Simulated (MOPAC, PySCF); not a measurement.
H3FO3Sn, SMILES `[OH][Sn]([OH])([OH])[F]`, neutral singlet in the gas phase. 

Cartesian coordinates (Å):
```xyz
8

O     -1.4475    -1.2151    -0.3452
Sn     0.0107     0.0001     0.0818
O      1.6826    -0.6434    -0.6772
O     -0.3880     1.7969    -0.5497
F      0.2059     0.0651     1.9977
H     -2.2832    -0.9644     0.0660
H      1.9623    -1.4919    -0.3135
H      0.2572     2.4526    -0.2597
```
Charge 0, multiplicity 1.

All levels are single points at this geometry (B3LYP-D3(BJ)/def2-TZVP); Pople sets use spherical d functions. Orbital energies aren't observables, and empty levels follow the basis.

PBE/6-31G* (LANL2DZ on Sn) in PySCF gives dipole (D) = 0.63.

**Question.** Estimate the dipole (D) from each of these levels: B3LYP-D3(BJ)/def2-TZVP in PySCF; PBE-D3(BJ)/def2-TZVP in PySCF; B3LYP/6-311+G** (LANL2DZ on Sn) in PySCF; B3LYP/6-31G* (LANL2DZ on Sn) in PySCF; B3LYP/LANL2DZ in PySCF; BP86/6-31G* (LANL2DZ on Sn) in PySCF; M06-2X/6-31G* (LANL2DZ on Sn) in PySCF; SVWN5/6-31G* (LANL2DZ on Sn) in PySCF; HF/6-31G* (LANL2DZ on Sn) in PySCF; AM1 in MOPAC; PM6 in MOPAC; PM7 in MOPAC.

**Answer.** 
```json
[
 {"level": "B3LYP-D3(BJ)/def2-TZVP in PySCF", "dipole (D)": "0.29"},
 {"level": "PBE-D3(BJ)/def2-TZVP in PySCF", "dipole (D)": "0.24"},
 {"level": "B3LYP/6-311+G** (LANL2DZ on Sn) in PySCF", "dipole (D)": "0.40"},
 {"level": "B3LYP/6-31G* (LANL2DZ on Sn) in PySCF", "dipole (D)": "0.67"},
 {"level": "B3LYP/LANL2DZ in PySCF", "dipole (D)": "0.89"},
 {"level": "BP86/6-31G* (LANL2DZ on Sn) in PySCF", "dipole (D)": "0.65"},
 {"level": "M06-2X/6-31G* (LANL2DZ on Sn) in PySCF", "dipole (D)": "0.75"},
 {"level": "SVWN5/6-31G* (LANL2DZ on Sn) in PySCF", "dipole (D)": "0.69"},
 {"level": "HF/6-31G* (LANL2DZ on Sn) in PySCF", "dipole (D)": "0.81"},
 {"level": "AM1 in MOPAC", "dipole (D)": "1.08"},
 {"level": "PM6 in MOPAC", "dipole (D)": "0.86"},
 {"level": "PM7 in MOPAC", "dipole (D)": "1.07"}
]
```
